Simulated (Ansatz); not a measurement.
`O=C[NH][SnH2][OH]`, charge 0, multiplicity 1.

Q: Give a relaxed structure at PBE0-D4/def2-TZVP (Ansatz). (Estimate.)

A: Computed: 
Z-matrix (Å, degrees):
```
Sn
O 1 1.951
N 1 2.070 2 107.5
H 1 1.702 2 105.2 3 -111.6
H 1 1.698 2 113.8 3 120.5
H 2 0.963 1 108.7 3 -57.3
C 3 1.337 1 109.9 2 57.9
H 3 1.008 1 131.0 2 -117.7
O 7 1.223 3 121.5 1 1.0
H 7 1.103 3 116.9 1 -179.2
```
This is one stationary point; other conformers may exist.
